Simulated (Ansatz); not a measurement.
`FC(F)(F)Oc1ccc(Oc2ccc(Oc3ccc(C(F)(F)F)cc3)cc2)cc1`, relaxed as a singlet with RKS PBE-D4/def2-SVP in Ansatz, starting from the GFN2-xTB geometry. Force threshold 0.03 eV/Å.

Single mean-field runs in def2-SVP are fitted with def2-universal-jkfit.

Start:

Cartesian coordinates in Å:
```
F -2.9539 1.2705 -7.1480
C -2.1456 2.3470 -7.1690
F -2.6783 3.2064 -6.2791
F -2.2860 2.9037 -8.3671
O -0.8745 2.0779 -6.9692
C -0.4486 1.4927 -5.7598
C 0.9197 1.2758 -5.6669
C 1.4480 0.7139 -4.5255
C 0.6133 0.3663 -3.4639
O 1.2001 -0.2380 -2.3914
C 0.6445 -0.1349 -1.1399
C 0.7398 -1.2442 -0.3065
C 0.2616 -1.1869 0.9875
C -0.3109 -0.0123 1.4644
O -0.8795 0.0835 2.7133
C -0.2942 -0.5002 3.7914
C 1.0739 -0.7459 3.8862
C 1.5959 -1.3122 5.0320
C 0.7572 -1.6355 6.0899
C 1.3088 -2.2557 7.3395
F 2.5116 -2.8210 7.1600
F 1.4630 -1.3572 8.3338
F 0.5072 -3.2156 7.8335
C -0.6036 -1.3579 6.0160
C -1.1264 -0.7937 4.8724
C -0.3991 1.0995 0.6343
C 0.0771 1.0411 -0.6603
C -0.7560 0.5762 -3.5747
C -1.2910 1.1417 -4.7208
H 1.5493 1.5556 -6.4945
H 2.5064 0.5306 -4.4373
H 1.1884 -2.1475 -0.6884
H 0.3187 -2.0567 1.6249
H 1.7271 -0.4831 3.0684
H 2.6547 -1.5070 5.1021
H -1.2465 -1.5969 6.8492
H -2.1783 -0.5716 4.7927
H -0.8414 2.0063 1.0152
H 0.0194 1.9103 -1.2977
H -1.4143 0.2867 -2.7701
H -2.3575 1.2881 -4.7767
```

Problem. Estimate the energy that the relaxation releases and the steps that it takes.

Solution. 7.8 kcal/mol, in 11 steps; 60 s on 2 threads of AMD EPYC 7R13 on a shared host and a share (18 GiB) of an NVIDIA H100 80GB HBM3. The force fell under the threshold at step 7, but the optimiser went on. No frequencies were taken in this run, so the end may be a saddle point.

Problem. Does the start keep its bonding and symmetry?

Solution. By distances, no bond broke or formed. The bond that changes most is C2–O5, from 1.31 to 1.36 Å (atoms count from 1).

Problem. Predict the relaxed structure.

Solution. 
```xyz
41

F    -2.947    1.328   -7.228
C    -2.163    2.432   -7.201
F    -2.678    3.266   -6.268
F    -2.233    3.030   -8.392
O    -0.857    2.138   -6.971
C    -0.446    1.530   -5.785
C     0.942    1.358   -5.667
C     1.478    0.767   -4.519
C     0.624    0.341   -3.487
O     1.209   -0.289   -2.411
C     0.639   -0.196   -1.159
C     0.587   -1.366   -0.382
C     0.081   -1.319    0.922
C    -0.371   -0.097    1.450
O    -0.954   -0.014    2.701
C    -0.333   -0.556    3.796
C     1.061   -0.736    3.885
C     1.614   -1.257    5.061
C     0.792   -1.600    6.148
C     1.391   -2.122    7.428
F     2.612   -2.676    7.227
F     1.551   -1.135    8.349
F     0.602   -3.065    8.002
C    -0.599   -1.408    6.054
C    -1.162   -0.890    4.885
C    -0.318    1.073    0.675
C     0.185    1.027   -0.631
C    -0.766    0.506   -3.614
C    -1.307    1.103   -4.761
H     1.591    1.700   -6.486
H     2.562    0.624   -4.406
H     0.941   -2.309   -0.821
H     0.026   -2.233    1.531
H     1.708   -0.466    3.039
H     2.701   -1.404    5.134
H    -1.247   -1.682    6.899
H    -2.247   -0.740    4.787
H    -0.673    2.017    1.114
H     0.237    1.941   -1.239
H    -1.437    0.159   -2.815
H    -2.394    1.218   -4.844
```
Bond lengths: 19 × C–C 1.40 to 1.51 Å; 6 × C–O 1.36 to 1.40 Å; 6 × C–F 1.33 to 1.36 Å; 12 × C–H 1.10 Å.
